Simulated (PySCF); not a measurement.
Compound: C₄H₅F₄O (doublet state).
Z-matrix (Å and degrees, GFN2-xTB geometry), rows numbered from 1:
```
F 
C   1  1.3753
O   2  1.3681  1  111.11
C   3  1.4118  2  114.54  1    65.95
C   4  1.4671  3  109.97  2   177.64
C   5  1.4717  4  119.98  3  -173.00
F   6  1.3562  5  113.25  4   -59.89
F   6  1.3574  5  112.83  4    58.36
F   6  1.3345  5  112.62  4   179.06
H   2  1.1036  1  105.72  3   123.25
H   2  1.0945  1  107.32  3  -117.44
H   4  1.1096  3  109.77  2   -60.87
H   4  1.1083  3  110.35  2    55.17
H   5  1.0723  4  120.73  3     6.89
```

The hyperfine couplings belong to this conformer and change with its torsions.

Identity: `FCOC[CH]C(F)(F)F` [radical].

Computed, not measured: PySCF 2.14.0, UKS B3LYP, pcH-1 on C F H O, non-relativistic, mean-field spin-orbit, GIAO. One conformer (not necessarily the lowest) at the GFN2-xTB geometry, without solvent, vibrations or thermal averaging. Couplings are sensitive to structure, and on GFN2-xTB geometries they can be far from those on DFT ones. Stability of the SCF solution: not tested.

(1) Match the computed a_iso(19F) values +61.3, +2.4 MHz (means over equivalent nuclei) with the sites F1; F7/F8/F9.

(2) The isotropic 13C couplings are +85.6, -40.4, -37.6, -1.2 MHz. Assign them to C2; C4; C5; C6.

(3) Match the computed a_iso(1H) values +127.1, -66.9, +0.4 MHz (means over equivalent nuclei) with the sites H10/H11; H12/H13; H14.

Answers

(1) 
| site | a_iso (MHz) | ρ(0) (bohr⁻³) | position | distance from C5 (Å) | bound to | spin population there | largest \|T\| (MHz) |
| --- | --- | --- | --- | --- | --- | --- | --- |
| F1 | +2.4 | +0.0006 | 4 bonds from C5 | 4.15 | C2 | 0.00 | 6.1 |
| F7/F8/F9 | +61.3 | +0.0146 | 2 bonds from C5 | 2.35 | C6 | -0.03 | 92.0 |

(2) 
```tsv
site	a_iso (MHz)	ρ(0) (bohr⁻³)	position	distance from C5 (Å)	spin population	largest |T| (MHz)
C2	-1.2	-0.0011	3 bonds from C5	3.61	0.00	0.6
C4	-37.6	-0.0334	1 bond from C5	1.47	-0.08	2.9
C5	+85.6	+0.0761	largest spin population	0.00	+1.00	162.9
C6	-40.4	-0.0359	1 bond from C5	1.47	-0.03	3.3
```

(3) 
```json
{"site": "H10/H11", "a_iso (MHz)": "+0.4", "ρ(0) (bohr⁻³)": "+0.0001", "position": "4 bonds from C5", "distance from C5 (Å)": "4.16", "bound to": "C2", "spin population there": "0.00", "largest |T| (MHz)": "2.0"}
{"site": "H12/H13", "a_iso (MHz)": "+127.1", "ρ(0) (bohr⁻³)": "+0.0284", "position": "β, 2 bonds from C5", "distance from C5 (Å)": "2.13", "bound to": "C4", "spin population there": "-0.08", "largest |T| (MHz)": "9.1"}
{"site": "H14", "a_iso (MHz)": "-66.9", "ρ(0) (bohr⁻³)": "-0.0150", "position": "α, 1 bond from C5", "distance from C5 (Å)": "1.07", "bound to": "C5", "spin population there": "+1.00", "largest |T| (MHz)": "39.8"}
```

ρ(0) is the spin density at the nucleus and T the dipolar tensor; entries for several nuclei are means. The Mulliken spin populations are largest on C5 (+1.00) and C4 (-0.08). No atom but C5 exceeds +0.15. The positive populations add up to 1.15 and the negative ones to -0.15, together 2S = 1. The angles at C5 add up to 360.0°, so it is planar; its axial dipolar tensor and the negative coupling of its proton fit spin in a p orbital normal to that plane.

Means are taken over nuclei equivalent by connectivity, which assumes that they swap fast. The three 19F nuclei of mean +61.3 MHz run from -3.0 to 96.6 MHz in the frozen geometry. The 1H value of +127.1 MHz is a mean of couplings from 112.0 to 142.2 MHz in this one geometry, not an average over conformers.
